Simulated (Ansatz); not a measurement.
Correlation energies of C6H15BN2 (`CC1=[N+](C)[B-](C)(C)N1C`) by basis set

Z-matrix (Å, degrees):
```
B
C 1 1.599
N 1 1.608 2 113.3
N 1 1.607 2 114.2 3 -88.8
C 1 1.600 2 117.2 3 135.6
C 1 2.060 2 121.9 3 -44.2
H 2 1.095 1 112.9 3 45.5
H 2 1.095 1 111.3 3 166.2
H 2 1.096 1 111.2 3 -75.5
C 3 1.425 1 137.8 2 46.8
C 4 1.426 1 138.1 2 -92.7
H 5 1.095 1 111.3 2 -57.9
H 5 1.095 1 112.9 2 -178.7
H 5 1.096 1 111.1 2 60.5
C 6 1.485 2 156.3 1 178.6
H 10 1.097 3 111.4 1 -51.1
H 10 1.093 3 110.3 1 68.3
H 10 1.093 3 111.6 1 -172.0
H 11 1.094 4 111.3 1 -174.7
H 11 1.097 4 111.8 1 -53.8
H 11 1.093 4 110.2 1 65.8
H 15 1.091 6 110.6 2 -46.1
H 15 1.089 6 111.2 2 74.8
H 15 1.093 6 110.1 2 -165.3
```

Charge 0, multiplicity 1. The structure was optimised at the PBE0-D4/def2-TZVP level. Frozen core, restricted reference, the Gaussian-basis code of Ansatz. CBS rows extrapolate triple and quadruple zeta; past MP2 they add the triple-zeta difference.

| basis | HF (Eh) | MP2 corr. |
| --- | --- | --- |
| def2-SVP | -369.28818 | -1.27929 |
| def2-TZVPP | -369.69060 | -1.56501 |
| def2-QZVPP | -369.70769 | -1.66409 |

Question: Estimate the CCSD correlation energy and the (T) correction in each basis where they were run (hartree).

Answer: 
| basis | CCSD corr. | (T) |
| --- | --- | --- |
| def2-SVP | -1.37282 | -0.04673 |
| def2-TZVPP | -1.63605 | -0.07131 |
| CBS(def2) | -1.80852 | as TZ |
